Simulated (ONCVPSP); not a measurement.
Transferability test, ONCV potential for bromine (Br)

```
Element                 : Br
Generator               : ONCVPSP 4.0.1
Type                    : optimised norm-conserving Vanderbilt (ONCV)
Functional              : PBE
Relativity              : scalar-relativistic
Frozen core             : [Ne]
Valence charge          : 25
Reference configuration : 3s2 3p6 3d10 4s2 4p5
Partial waves           : 3s+4s: rc 0.85 bohr, ncon 4, nbas 7, qcut 13.5 1/bohr, 2 projectors; 3p+4p: rc 0.80 bohr, ncon 3, nbas 6, qcut 20.4 1/bohr, 2 projectors; 3d: rc 0.75 bohr, ncon 3, nbas 8, qcut 20.8 1/bohr, 2 projectors, debl 1 Ha; f scattering state at 0.08 Ha: rc 0.85 bohr, ncon 3, nbas 6, qcut 13.1 1/bohr, 1 projector
Local potential         : polynomial inside 0.55 bohr (lpopt 1, dvloc0 0 Ha)
Core correction         : Teter function, fcfact 4, rcfact 1.55
```

In the d channel the program set the typed energies aside and used -2.452, 0.250 Ha.

Energies are relative to the spin-unpolarised reference configuration 3s2 3p6 3d10 4s2 4p5; without spin polarisation the order of configurations can differ from experiment.

```tsv
valence configuration	charge	ΔE all-electron (eV)	error AE − PS (meV)
3s2 3p6 3d10 4s2 4p3	+2	35.315	-1.2
3s2 3p6 3d10 4s2 4p2	+3	69.298	-3.1
3s2 3p6 3d10 4s1 4p5	+1	25.558	-1.6
```

(1) What are ΔE and the potential's error for 3s2 3p6 3d10 4s2 4p4?

Levels in the configuration 3s2 3p6 3d10 4s1 4p5:

```csv
level,all-electron (eV),pseudo (eV)
3s,-250.894,-250.908
3p,-186.299,-186.307
3d,-79.480,-79.493
4s,-31.213,-31.212
4p,-18.129,-18.127
```

Results:

(1) ΔE = 12.554 eV all-electron; the error (AE − PS) is -0.2 meV.
